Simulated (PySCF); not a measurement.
Screening by computed properties: pick the candidate that meets the target.

Species are written as SMILES; each is one conformer at its optimised geometry, gas phase, non-relativistic unless stated. Electronic properties by PySCF.

Dipoles, sizes and rotational constants follow the conformer. The torsions of the flexible species, by atom-mapped SMILES:
- `[CH3:1][SiH2:2][SiH2:3][C:4]([F:5])([F:6])[F:7]`: C1–Si2–Si3–C4 -59°, Si2–Si3–C4–F5 -179°
- `[F:1][C@@H:2]1[CH2:3][O:4][C@@H:5]1[O:6][C:7]([F:8])([F:9])[F:10]`: O4–C5–O6–C7 79°, C5–O6–C7–F8 -64°

The conformers of `FC[C@H]1CN[SiH2]C1` aren't listed.

Question: Wanted: static isotropic polarisability below 90 au (PBE0/def2-SVPD) and HOMO–LUMO gap below 8 eV (PBE0/def2-SVPD), at GFN2-xTB geometries. Which candidate meets both?
A. `Cc1cpc(Cl)s1`
B. `F[C@@H]1CO[C@@H]1OC(F)(F)F`
C. `C[SiH2][SiH2]C(F)(F)F`
D. `FC[C@H]1CN[SiH2]C1`

Answer: D. Computed values:
```
                   species  static isotropic polarisability  HOMO–LUMO gap
F[C@@H]1CO[C@@H]1OC(F)(F)F                          57.1 au        9.23 eV
        FC[C@H]1CN[SiH2]C1                          78.8 au        7.12 eV
     C[SiH2][SiH2]C(F)(F)F                          84.4 au        8.31 eV
              Cc1cpc(Cl)s1                         103.4 au        5.01 eV
```
